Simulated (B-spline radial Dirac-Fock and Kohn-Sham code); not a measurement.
Atomic SCF run for Ni⁺

ΔSCF core binding energies without Breit or QED terms, calculated with a radial atomic solver. Keys: rel is the Hamiltonian (dirac, or spin-free x2c and nr, where L3 and M5 stand for the whole 2p and 3d shells), method is hf or an exchange,correlation pair (spin-unpolarised, also for the hole states), nuc the nuclear model, radius_factor scales its radius, rmax is the box in bohr, h the logarithmic mesh step, order the B-spline order, points the quadrature points per cell, c_factor scales the speed of light, and damp, ndamp, maxit and tol steer the iteration. The run stops when the commutator error falls below 10·tol·max(1, Z/10), or the numerical noise floor, and the energy has settled to about 1e-8 Ha; the virial ratio is −V/T.

Input (task.json):

```json
{"items": [{"Z": 28, "q": 1, "cfg": [[1, 0, 2], [2, 0, 2], [2, 1, 6], [3, 0, 2], [3, 1, 6], [3, 2, 9]], "A": 58, "rrms": 3.7757, "do": "settings", "holes": ["K", "L3", "M5"],
  "settings": [{"rel": "dirac", "method": "hf", "nuc": "fermi", "radius_factor": 1.0, "rmax": 45.0, "h": 0.3, "order": 8, "points": 10, "c_factor": 1.0, "maxit": 60, "damp": 0.5, "ndamp": 3, "tol": 1e-08}]}]}
```

Command: `python xray2_run.py task.json out`

Ground-state iterations:

```
iter   energy (Ha)        error
   1    -1515.79112390  1.03e+00
   2    -1515.75778733  4.36e-01
   3    -1519.05376555  2.12e-02
   4    -1519.06048083  1.39e-02
   5    -1519.06152775  2.15e-03
   6    -1519.06156927  2.46e-03
   7    -1519.06166641  3.17e-04
   8    -1519.06166847  1.19e-05
   9    -1519.06166849  3.33e-06
  10    -1519.06166849  8.14e-07
  11    -1519.06166849  1.50e-07
```

The ground state converged in 11 iterations, with total energy -1519.06167 Ha, virial ratio 1.98352 and highest orbital energy -20.64 eV. ΔSCF binding energies: K (1s) 8362.5 eV, L3 (2p3/2) 871.3 eV. Holes are computed only in closed shells, and unreliable hole states are left out.
